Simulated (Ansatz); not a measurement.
Consider the redistribution: `CO[Si]Br` + `[CH3][SnH]([NH2])[F]` → `F[Si]Br` + `C[O][SnH]([CH3])[NH2]`.

Computed with Ansatz on PBE0-D4/def2-TZVP structures; ΔE is electronic, products minus reactants. CCSD(T)/CBS adds triple-zeta CCSD(T) − MP2 to the extrapolated MP2 energy (def2 sets, frozen cores). Elements past krypton have def2 core potentials. For Br, Sn outer-core shells are correlated without core-valence functions, which leaves a few kJ/mol of doubt a bond. Scalar relativity is left out up to krypton. Each species was taken in one conformer, which may not be the lowest.

```
                species  SCS-MP2/def2-TZVPP energy (Eh)
             `CO[Si]Br`                     -2976.70385
 `[CH3][SnH]([NH2])[F]`                      -409.66881
              `F[Si]Br`                     -2961.51696
`C[O][SnH]([CH3])[NH2]`                      -424.84681
```

(1) Work out ΔE.

Largest T1 diagnostic among the species: 0.013.

Answers

(1) ΔE = (-2961.51696) + (-424.84681) − (-2976.70385) − (-409.66881) = 0.00889 Eh = +23.3 kJ/mol. CCSD(T)/CBS gives +24.1 kJ/mol.

In def2-TZVPP, CCSD(T) changes the Hartree–Fock value by −9.5 kJ/mol (the triples alone add −0.6 kJ/mol) and MP2 by −8.0 kJ/mol.
